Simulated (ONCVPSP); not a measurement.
What one change does to a pseudopotential (Te, ONCV)

```json
{
  "Element": "tellurium",
  "Generator": "ONCVPSP 4.0.1",
  "Type": "optimised norm-conserving Vanderbilt (ONCV)",
  "Functional": "LDA (Perdew-Zunger)",
  "Relativity": "scalar-relativistic",
  "Frozen core": "[Kr]",
  "Valence charge": "16",
  "Reference configuration": "4d10 5s2 5p3.5 (charge +0.5)",
  "Partial waves": "5s: rc 1.60 bohr, ncon 5, nbas 8, qcut 3.2 1/bohr, 1 projector; 5p: rc 2.30 bohr, ncon 3, nbas 6, qcut 2.8 1/bohr, 2 projectors, debl 3.3 Ha; 4d: rc 1.35 bohr, ncon 4, nbas 9, qcut 11 1/bohr, 2 projectors, debl 0.7 Ha; f scattering state at 0.04 Ha: rc 2.30 bohr, ncon 4, nbas 7, qcut 4.2 1/bohr, 2 projectors, debl 2.5 Ha",
  "Local potential": "polynomial inside 0.95 bohr (lpopt 5, dvloc0 6 Ha)",
  "Core correction": "Teter function, fcfact 5.5, rcfact 1.2"
}
```

In the d channel the program set the typed energies aside and used -1.692, 0.250 Ha.

All-electron outer shells of the reference configuration (LDA (Perdew-Zunger), scalar-relativistic, ld1.x):

```json
{"shell": "4s", "level (eV)": "-168.35", "outermost node (bohr)": "0.38", "outermost maximum (bohr)": "0.70"}
{"shell": "4p", "level (eV)": "-118.55", "outermost node (bohr)": "0.38", "outermost maximum (bohr)": "0.74"}
{"shell": "4d", "level (eV)": "-46.04", "outermost node (bohr)": "0.36", "outermost maximum (bohr)": "0.81"}
{"shell": "5s", "level (eV)": "-19.41", "outermost node (bohr)": "0.91", "outermost maximum (bohr)": "1.77"}
{"shell": "5p", "level (eV)": "-9.87", "outermost node (bohr)": "1.00", "outermost maximum (bohr)": "2.11"}
```

Change: p: qcut 4.3.

Cutoffs: the cutoffs (Ha) at which the residual kinetic energy of the hardest occupied pseudo-wave falls to 1 and 0.1 mHa per electron; they do not see the model core or the augmentation charge, which bear on the density cutoff. Errors are all-electron minus pseudo energies relative to the spin-unpolarised reference configuration.

Question: What does the change do?

Answer: The potential gets neither clearly harder nor softer (60 Ha and 69 Ha → 60 Ha and 69 Ha); both files keep a bound ghost (s); of the 4 tests that both files solve, the error grows in 1 and shrinks in 2 by more than 15 % and 0.3 meV (median size 2.8 → 1.2 meV).

| quantity | base | changed |
| --- | --- | --- |
| cutoff, loose | 60 Ha | 60 Ha |
| cutoff, tight | 69 Ha | 69 Ha |
| loose cutoff by channel | s 60 Ha, p 8.2 Ha, d 46 Ha | s 60 Ha, p 6.5 Ha, d 46 Ha |
| bound ghosts | s | s |
| GHOST(+) flags under 300 eV | p at 34.0 eV | p at 31.0 eV |
| error for 4d10 5s2 5p4, meV [ΔE -3.98 eV] | +0.7 | +1.2 |
| error for 4d10 5s2 5p3, meV [ΔE 5.93 eV] | -0.8 | -1.0 |
| error for 4d10 5s2 5p2, meV [ΔE 24.10 eV] | -4.8 | -1.2 |
| error for 4d10 5s2 5p0, meV [ΔE 88.24 eV] | -58 | +18 |
| s: phases at 1.62 bohr within 0.05 rad from the reference energy up to (Ha; the scan ends near 5) | 0.7 | 0.7 |
| p: phases at 2.34 bohr within 0.05 rad from the reference energy up to (Ha; the scan ends near 5) | 1.1 | 1.1 |
| d: phases at 1.37 bohr within 0.05 rad from the reference energy up to (Ha; the scan ends near 5) | to the end of the scan | to the end of the scan |
| f: phases at 2.34 bohr within 0.05 rad from the reference energy up to (Ha; the scan ends near 5) | 1.3 | 1.3 |
| rms error of d²Exc/dni dnj with the model core, mHa | 2.25 | 2.24 |

 A true bound ghost makes a file unfit for plane-wave use even where its test errors are small: the radial tests pick states by their node count and pass the ghost by.
